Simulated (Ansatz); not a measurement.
SiBr2, SMILES Br[Si]Br (connectivity only; charge and spin as stated), neutral, multiplicity 1.

Geometry: PBE0-D3(BJ)/def2-TZVP. The isomer is the one that the SMILES or the coordinates give; other isomers of the formula were not compared.

Two levels are set side by side: PBE/def2-SVPD (Ansatz, a first-principles code) and ωB97X-V/def2-SVPD (Ansatz). Energy differences of separate SCF runs at the same geometry; the states with an electron removed or added have multiplicity 2 and 2. Differences are taken from unrounded values.

```
quantity                           ωB97X-V   PBE  PBE minus ωB97X-V
---------------------------------  -------  ----  -----------------
vertical ionisation energy (eV)       9.78  9.45              -0.33
vertical electron affinity (eV)       1.32  1.21              -0.10
vertical singlet–triplet gap (eV)     2.25  2.14              -0.11
```
